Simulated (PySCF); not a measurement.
## Radial density of Bi (bismuth, neutral)

UHF, [Xe] 4f14 5d10 6s2 6p3, high-spin 4S determinant. Calculation: PySCF 2.14, in ANO-RCC-VTZP (8s7p5d3f2g, 93 functions); scalar relativity by spin-free X2C-1e.

| r (bohr) | 4πr²ρ (e/bohr) | 4πr²(ρα − ρβ) |
| --- | --- | --- |
| 0.0188 | 102.2 | 0.0145 |
| 0.0317 | 127.9 | 0.0231 |
| 0.0532 | 155.8 | 0.0000 |
| 0.0896 | 122.9 | -0.0036 |
| 0.151 | 143.9 | 0.0245 |
| 0.253 | 84.14 | 0.0233 |
| 0.426 | 85.33 | -0.0022 |
| 0.717 | 29.22 | 0.1617 |
| 1.21 | 15.57 | -0.0862 |
| 2.03 | 4.034 | 1.1062 |
| 3.41 | 1.141 | 0.8605 |
| 5.74 | 0.1032 | 0.0994 |
| 9.65 | 0.0002776 | 0.0003 |

Densities and radii are taken from the X2C orbitals without a picture-change correction, which distorts them close to the nucleus.

Spin-orbit coupling, which splits the p, d and f shells strongly at this Z, is absent. Spin-orbit coupling is strong in this species (close to jj coupling), so the high-spin LS determinant is a model state, not a physical level.

(1) Where is the radial spin density 4πr²(ρα − ρβ) most negative, and why is it negative at all?

Results:

(1) Around r = 1.21 bohr, down to -0.0862 e/bohr: exchange with the open shell polarises the paired shells in an unrestricted calculation.
